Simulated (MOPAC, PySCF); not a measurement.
C$_{2}$H$_{4}$O$_{2}$S, SMILES `[S@@](C)(C=O)=O` (O–S–C–O torsion 170°), neutral singlet in the gas phase. 

Cartesian coordinates (Å):
SMILES: O=[S@@](C)C=O
```xyz
9

C     -0.1102     1.1359    -0.7191
S     -0.4748    -0.6285    -0.9976
O     -1.8494    -0.9188    -0.5115
C      0.6638    -1.2001     0.3766
O      1.8314    -0.9828     0.4228
H     -0.4527     1.4179     0.2754
H     -0.6548     1.6922    -1.4791
H      0.9635     1.2848    -0.8289
H      0.0831    -1.8006     1.1081
```
Charge 0, spin multiplicity 1.

All levels are single points at this geometry (B3LYP-D3(BJ)/def2-TZVP); Pople sets use spherical d functions. Orbital energies aren't observables, and empty levels follow the basis.

| level | HOMO (eV) | LUMO (eV) | gap (eV) | dipole (D) | vertical IE, Delta-SCF (eV) |
|---|---|---|---|---|---|
| M06-2X/def2-TZVP in PySCF | -8.45 | -1.00 | 7.45 | 2.09 | 9.49 |
| B3LYP/3-21G in PySCF | -5.93 | -1.72 | 4.21 | 1.96 | – |
| B3LYP/LANL2DZ in PySCF | -6.52 | -2.45 | 4.07 | 2.63 | – |
| M06-2X/6-31G* in PySCF | -8.10 | -0.59 | 7.51 | 2.04 | – |
| PM3 in MOPAC | -9.35 | -0.37 | 8.97 | 2.33 | – |
| PM6 in MOPAC | -8.85 | -0.52 | 8.32 | 2.21 | – |
